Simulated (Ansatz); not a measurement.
An input meant for the cluster AgSn2 (charge 0, quartet).

```yaml
crystal:
  periodic: [false, false, false]
  atoms:
    - {symbol: Ag, position_ang: [1.017378, 0.394175, -0.205910]}
    - {symbol: Sn, position_ang: [-0.414015, -0.750221, -0.506937]}
    - {symbol: Sn, position_ang: [-0.603370, 0.481083, 0.712846]}
basis:
  gaussian: {orbitals: def2-mTZVPP, nuclear_model: gaussian}
magnetization: {spin_polarized: true, initial_magnetization: 3}
hamiltonian: {xc: {name: PBE}, dispersion: d3bj}
```

```sh
$ ansatz run in.yaml --threads 4 --pin off --events-out ev --progress --plain --max-ram 3916MiB
```

Output, abridged:

```
Functional definition: PBE
1107 factors; their error is unknown
mean field evaluation 1: about -15628.7328 eV, gradient 2.0e1 eV
mean field evaluation 2: about -15625.1483 eV, gradient 3.9e1 eV
mean field evaluation 4: about -15630.1717 eV, gradient 5.9e0 eV
mean field evaluation 8: about -15630.5267 eV, gradient 2.1e-1 eV
mean field evaluation 16: about -15630.5176 eV, gradient 3.8e-2 eV
mean field evaluation 32: about -15630.5176 eV, gradient 2.5e-5 eV
mean field evaluation 64: about -15629.8556 eV, gradient 1.0e-3 eV
mean field evaluation 96: about -15629.9171 eV, gradient 5.1e-1 eV
mean field evaluation 128: about -15628.4587 eV, gradient 7.1e0 eV
mean field evaluation 160: about -15629.8560 eV, gradient 1.6e-1 eV
mean field -15630.51763363 eV, -574.4109282905 hartree, gradient 9.0e-6 eV, S^2 3.752630; 16 other end points of the search recorded, 0 dependent functions left out
reference -15630.51766985 eV, -574.4109296216 hartree; 33, 30 occupied and 72, 75 virtual orbitals, 1107 factors
Total energy: -15630.65025216 eV, -574.4158019318 hartree
```

**Question.** What is wrong with this run?

**Answer.** The geometry is squeezed to about two thirds of its size. The run converged. The result belongs to that input, not to the species as meant.
